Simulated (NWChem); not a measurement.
Species: SeF4 cation, doublet; SMILES of the neutral closed-shell parent F[Se](F)(F)F

```xyz
5

Se     0.0000     0.0000     0.2048
F      0.0000     1.7182     0.4702
F      1.2807     0.0000    -0.8571
F      0.0000    -1.7182     0.4702
F     -1.2807     0.0000    -0.8571
```
Atoms are numbered in this order, from 1.

Results from NWChem. Pople sets run with spherical d functions. Spin-unrestricted. In the optimisation the excess spin sits in a1 (C2v, its own frame). Structure relaxed at the PBE0/def2-SVP, spin-unrestricted level. This spin state was assumed; another may lie lower. No stability test was run on the SCF state. Level SCAN/6-31G*: energy and gradient on several grids; changes count from the extra-fine grid, which is no exact limit either.

| grid | size of the energy change (μHa) | largest change of a gradient component (μHa/bohr) |
|---|---|---|
| xcoarse | 4000 | 10000 |
| coarse | 30000 | 3000 |
| medium | 10000 | 800 |
| fine | 200 | 300 |
| xfine | < 10 | < 30 |
